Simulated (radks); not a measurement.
Q: These are the eigenvalues of the occupied orbitals of an atom or ion with whole-number occupations (Ry). Method: scalar-relativistic Kohn-Sham, SCAN, spin-polarised, spherical densities, finite nucleus; meta-GGA in the generalised Kohn-Sham scheme; Fermi nuclear charge, rms radius of each element as measured or else 0.836 A^(1/3) + 0.57 fm; computed with a radial shooting solver on a logarithmic mesh with Libxc functionals.

1s up: -5769.574
1s down: -5769.574
2s up: -1015.957
2s down: -1015.953
2p up: -880.3869
2p down: -880.3834
3s up: -239.8541
3s down: -239.8526
3p up: -200.1400
3p down: -200.1381
3d up: -156.9580
3d down: -156.9546
4s up: -52.29622
4s down: -52.28941
4p up: -39.21262
4p down: -39.20648
4d up: -23.25586
4d down: -23.24912
5s up: -8.04633
5s down: -7.98967
4f up: -5.60070
4f down: -5.59193
5p up: -4.64671
5p down: -4.57920
5d up: -0.87335
5d down: -0.81515
6d up: -0.05167

Which element is it, and in what charge state? The configuration may be excited. Open shells, if any, are filled with parallel spins first.

A: Z = 78, platinum, charge 0: Pt in [Xe] 4f14 5d9 6d1. The list shows which subshells hold electrons but not how many an open one holds; the 1s level, -2884.8 hartree, gives Z - s = 76.0 by -(Z - s)^2/2, which with screening and relativity narrows Z to a few neighbours, and the depths of the outer levels then fix element, charge and occupations together.
